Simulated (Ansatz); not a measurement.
Br2Zn (SMILES [Br][Zn][Br]), singlet, geometry from GFN2-xTB (such geometries of metal compounds can be far from the true shape); REVPBE/cc-pVDZ in Ansatz (a program for electronic structure).

Ansatz was given this input:
Ansatz 0.2 input:
```yaml
crystal:
  periodic: [false, false, false]
  atoms:
    - {symbol: Zn, position_ang: [-0.00812161, -0.01195013, -0.01326557]}
    - {symbol: Br, position_ang: [-0.24664341, 1.76351145, -1.42520509]}
    - {symbol: Br, position_ang: [0.25360479, -1.75326848, 1.43657557]}
basis:
  gaussian:
    orbitals: cc-pVDZ
hamiltonian:
  xc: revpbe
```

The log (banner, timings and long lists left out):

```
Functional definition: revPBE
1212 factors; their error is unknown
mean field evaluation 1: about -188496.6981 eV, gradient 5.1e1 eV
mean field evaluation 2: about -188481.4963 eV, gradient 1.3e2 eV
mean field evaluation 4: about -188499.9376 eV, gradient 3.8e0 eV
mean field evaluation 8: about -188499.9894 eV, gradient 5.4e-3 eV
mean field -188499.96401011 eV, -6927.2459075070 hartree, gradient 8.3e-5 eV, S^2 0.000000; 0 other end points of the search recorded, 0 dependent functions left out
reference -188499.96405741 eV, -6927.2459092450 hartree; 50, 50 occupied and 47, 47 virtual orbitals, 1212 factors
Total energy: -188499.96405741 eV, -6927.2459092450 hartree
```
